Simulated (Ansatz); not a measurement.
Mulliken charges of `F[Si](F)(F)Br` from r2SCAN/def2-TZVPP in Ansatz (PBE0-D4/def2-TZVP geometry).

```csv
atom,x (Å),y (Å),z (Å),charge (e)
F1,-0.029,0.036,1.597,-0.269
Si2,0.067,-0.086,0.037,0.945
F3,-0.416,-1.519,-0.377,-0.269
F4,1.571,0.067,-0.378,-0.269
Br5,-1.143,1.429,-0.920,-0.138
```

Problem. By hand: the dipole of these point charges (1 e Å = 4.8032 D).

Solution. Σ q r = (-0.082, 0.102, -0.065) e Å, of length 0.146 e Å = 0.70 D.

Problem. How does the dipole of the full density compare? (Estimate.)

Solution. The calculation gave: (-0.084, 0.106, -0.067) e Å, 0.72 D; the point charges give 0.97 times that, at 0° from its direction.

Point charges leave out the atoms' own dipoles, such as those of lone pairs, and Mulliken's split depends on the basis, so the close match here is no proof of good charges.
